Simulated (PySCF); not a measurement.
C₃H₈FNSi. Atoms are numbered in the order given.

```xyz
14

C     -3.0872    -0.9677     0.3040
C     -1.7991    -0.9389     1.1100
N     -0.6603    -0.7571     0.2459
C      0.1165     0.2307     0.4251
Si     1.5495     0.3400    -0.7870
F      2.4317     1.6656    -0.4395
H     -3.2617     0.0001    -0.1902
H     -3.9478    -1.1811     0.9549
H     -3.0367    -1.7417    -0.4756
H     -1.6701    -1.9104     1.6186
H     -1.8452    -0.1571     1.8971
H     -0.0494     0.9678     1.2442
H      2.4336    -0.8495    -0.6536
H      1.0396     0.4759    -2.1782
```

Geometry: PBE0-D3(BJ)/def2-SVP. The structure was generated by enumeration; whether it is a known compound was not checked. The values are those of a single conformer.

Calculation: SMD-B3LYP/def2-SVP (PySCF).

Solvation free energies are E(SMD) − E(gas) at the gas-phase geometry, for 1 M in both phases. In vacuum the dipole moment is 1.91 D.

```
solvent          ΔG(solv) (kcal/mol)  its non-electrostatic (CDS) part  dipole (D)
---------------  -------------------  --------------------------------  ----------
water                           -0.6                               3.0        2.32
dichloromethane                 -3.7                              -0.6        2.25
acetonitrile                    -3.2                               0.4        2.31
```
